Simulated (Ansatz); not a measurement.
1,2-elimination

Start structure (BHBrOF, closed shell), relaxed at PBE0-D4/def2-TZVP:

B1  (-0.072, 0.091, 0.372)
Br2  (1.238, -1.315, 0.552)
O3  (-0.508, 0.517, -0.821)
H4  (-0.110, 0.060, -1.566)
F5  (-0.548, 0.647, 1.463)
(Å)

The step: BHBrOF ([OH][B]([F])[Br]) → BOF + HBr; bonds formed: Br2–H4; bonds broken: B1–Br2, O3–H4. Computed with Ansatz 0.2.0 (basis: def2-TZVPP and def2-QZVPP); correlated methods freeze the cores. Filled d shells of the heavier atoms are correlated. The def2 sets are not built for correlating such inner shells, so the correlated values are less sure here. Extrapolation: Hartree–Fock as exp(−7.88 √X), correlation as X^−2.97. Energies below are by CCSD(T) at an estimated basis limit (MP2 extrapolated from triple and quadruple zeta, plus CCSD(T) − MP2 in triple zeta).

(1) What are the electronic barrier and the energy of the step, from the start structure to the end structure? (An estimate is asked for; the value comes from the calculation.)

T1 diagnostic: at most 0.013.

## Answers

(1) Computed: Barrier 228.5 kJ/mol; step energy 167.5 kJ/mol (uphill); reverse barrier, their difference, 61.0 kJ/mol. Barrier and step energy count from the start structure, the reverse barrier from the end structure.

The saddle point: One imaginary mode of 961i cm⁻¹.
| pair | start (Å) | saddle (Å) | end (Å) |
| --- | --- | --- | --- |
| Br2–H4 | 2.86 | 1.59 | 1.43 |
| B1–Br2 | 1.93 | 2.50 | 4.46 |
| O3–H4 | 0.96 | 1.42 | 1.96 |

Zero-point energy (harmonic, PBE0-D4): ZPE is 59.8 kJ/mol at the start and 39.8 kJ/mol at the saddle, so the barrier goes from 228.5 to 208.6 kJ/mol.

First-order rate constant out of the start structure at 498 K by transition-state theory, with harmonic vibrational free energies alone and no tunnelling: ΔA‡ = 206.9 kJ/mol, so k = (kB T/h) exp(−ΔA‡/kB T) ≈ 10^-9 s⁻¹ (an order of magnitude at best: rotation, the number of equivalent paths and anharmonicity are left out).

Labels in which every atom is bracketed show which atoms are joined, not bond orders.

For scale, one of the runs: CCSD(T)/def2-TZVPP, 155 basis functions, launched by `ansatz run in.yaml --threads 2 --pin off --events-out ev --progress --plain --max-ram 4352MiB`. Time: 45 s of wall clock on 2 CPU threads of an Arm Neoverse V2; the host was shared. Peak host memory: 1.2 GiB.
